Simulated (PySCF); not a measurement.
ReO₃F, SMILES [F][Re](=[O])(=[O])=[O], multiplicity 1.

Coordinates come from a PBE0-D3(BJ)/def2-SVP optimisation. The spin state was assumed, not searched. The def2 effective core potentials stand for the cores of Re; spin–orbit coupling is left out.

Two levels are set side by side: PBE/def2-TZVP (PySCF) and HF/def2-TZVP (PySCF). Same geometry, gas phase. Differences are taken from unrounded values.

| quantity | HF | PBE | PBE minus HF |
|---|---|---|---|
| orbital gap (eV) | 14.54 | 4.64 | -9.90 |
| highest occupied level (eV) | -14.41 | -8.55 | 5.87 |
| lowest empty level (eV) | 0.13 | -3.91 | -4.04 |
| dipole moment (D) | 1.33 | 1.15 | -0.18 |
| mean polarisability (bohr³) | 38.6 | 42.6 | 4.0 |

PBE's occupied levels lie high since its potential decays too fast outside the molecule; exact exchange lowers them and widens the gap. PBE's more diffuse valence density responds more strongly to a field. Differences between two approximate levels are no errors against the true value.

Rough cost on one machine, each run with all the roots and properties that it gave: HF against PBE within a factor of 2.
